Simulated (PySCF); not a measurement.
## Trend along group 15: MH molecules

CCSD(T) with triple-zeta basis sets in PySCF, for the lowest determinant that a PBE0 search found; no spin–orbit coupling. De refers to high-spin ground-configuration atoms.

```tsv
M	basis	reference, frozen orbitals	state (unpaired electrons)	Re (Å)	ωe (cm⁻¹)	De (eV)
N	def2-TZVPP	UHF, 1	triplet (π ↑↑)	1.039	3271	3.45
P	x2c-TZVPPall	UHF, 5	triplet (π ↑↑)	1.425	2359	3.06
As	def2-TZVPP	UHF, 9	triplet (π ↑↑)	1.527	2156	2.82
Sb	x2c-TZVPPall	UHF, 18	triplet (π ↑↑)	1.708	1934	2.54
Bi	def2-TZVPP	UHF, 4	triplet (π ↑↑)	1.792	1790	2.33
```

The shortest bond is that of NH (1.039 Å), the longest that of BiH (1.792 Å).

The rows differ in basis set, which adds steps of its own.

Down a group the atoms grow and get heavier, so bonds lengthen and wavenumbers fall; this series shows no clear exception.

Correlated steps freeze the inner cores (1 to 18 orbitals); shallow outer-core shells are correlated. These are scalar-relativistic numbers at best; spin–orbit coupling would shift them, the dissociation energy most. States were picked by a PBE0 search and need not be the measured ground states.
